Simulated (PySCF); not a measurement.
How methods differ on the ionisation energy of Sr

Sr [Kr] 5s2 → Sr⁺ [Kr] 5s1 [5s1/2^1, M_J = 1/2], as a difference of total energies. Calculation: PySCF 2.14, in x2c-TZVPall-2c with one added diffuse shell each of s, p, d type (9s10p8d1f, 86 functions); the two-component X2C-1e Hamiltonian. Correlated levels: [Ar] 3d10 frozen; the 6 highest virtual spinors dropped. "Screened" scales the spin-orbit matrix elements by Boettger's factors to mimic the two-electron term; Breit and QED terms are absent.

```tsv
method	ionisation energy (eV)
GHF (screened spin-orbit)	4.746
GMP2 (screened spin-orbit)	5.528
```

Question: How much does correlation contribute at GMP2 (screened spin-orbit)?

Answer: 5.528 − (4.746) = 0.782 eV, measured against GHF (screened spin-orbit).

Errors of the correlated levels include the incompleteness of this basis and the frozen core.

MP2 underrates the near-degeneracy of ns² with np² in the lower species.

For comparison: 5.695 eV (measured; NIST Atomic Spectra Database, ionization energies).
